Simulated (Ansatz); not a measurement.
Geometry optimisation, RKS LDA/def2-SVPD in Ansatz 0.2.0.

Input:

```yaml
crystal:
  periodic: [false, false, false]
  atoms:
    - { symbol: Ge, position_ang: [-0.207358, -0.039275, -0.997572] }
    - { symbol: Ge, position_ang: [1.59134, 0.026326, 2.120633] }
    - { symbol: H, position_ang: [0.116929, -0.376643, 2.285095] }
    - { symbol: H, position_ang: [2.496747, -1.034287, 2.768259] }
    - { symbol: H, position_ang: [1.829294, 1.424562, 2.710565] }
    - { symbol: H, position_ang: [1.998792, 0.071212, 0.624991] }
    - { symbol: H, position_ang: [-0.874489, 1.097854, -0.084167] }
    - { symbol: H, position_ang: [-0.953755, -1.169748, -0.142103] }
basis:
  gaussian: { orbitals: def2-SVPD }
hamiltonian:
  xc: lda
relax:
  f_tol: 0.03
  max_steps: 50
```

Launched with:

```bash
$ ansatz run input.yaml --threads 4 --pin off --max-ram 5120MiB --backend cpu --events-out ev --progress --plain --runs-dir out
```

Where does it end, and by what steps?

The run converged. After 13 steps the energy has fallen by 0.783 eV; H8 moved furthest, 1.02 Å. Parted: Ge2–H6 (1.55 → 2.34 Å). Joined: Ge1–Ge2 (3.60 → 2.62 Å), Ge1–H6 (2.74 → 1.58 Å).

```tsv
step	energy less start (eV)	largest force component (eV/Å)	accepted
0	0.0000	0.364	yes
1	-0.1724	0.368	yes
2	-0.3851	0.607	yes
3	-0.5132	0.630	yes
4	-0.6576	0.296	yes
5	-0.6983	0.298	yes
6	-0.7170	0.133	yes
7	-0.7245	0.282	yes
8	-0.7370	0.108	yes
9	-0.7599	0.279	yes
10	-0.7709	0.257	yes
11	-0.7807	0.096	yes
12	-0.7824	0.044	yes
13	-0.7830	0.009	yes
```

```xyz
8
Properties=species:S:1:pos:R:3
Ge 0.250 0.021 -0.552
Ge 0.985 -0.010 1.967
H -0.254 -0.224 2.866
H 1.991 -1.159 2.200
H 1.653 1.336 2.328
H 1.779 0.212 -0.224
H -0.365 1.104 0.412
H -0.041 -1.279 0.289
```

Whether the end is a true minimum wasn't checked by a vibrational analysis.

Time of the run: 12 s on 4 threads of Arm Neoverse V1, on a shared host, peak memory 0.18 GiB.
